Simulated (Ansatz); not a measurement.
A geometry relaxed with B3LYP-D3(BJ)/def2-TZVP in Ansatz (a first-principles code), charge 0, multiplicity 1:

```xyz
7

O     -1.6463    -0.7437    -0.3448
Sn     0.0110     0.1751     0.0540
H      2.2988    -0.5239    -0.5568
F     -0.1132     0.8463     1.8411
H     -2.3617    -0.4796     0.2471
O      1.5361    -0.9920    -0.1947
F      0.2754     1.7179    -1.0459
```

Write the SMILES of this molecule.

`[OH][Sn]([OH])([F])[F]`
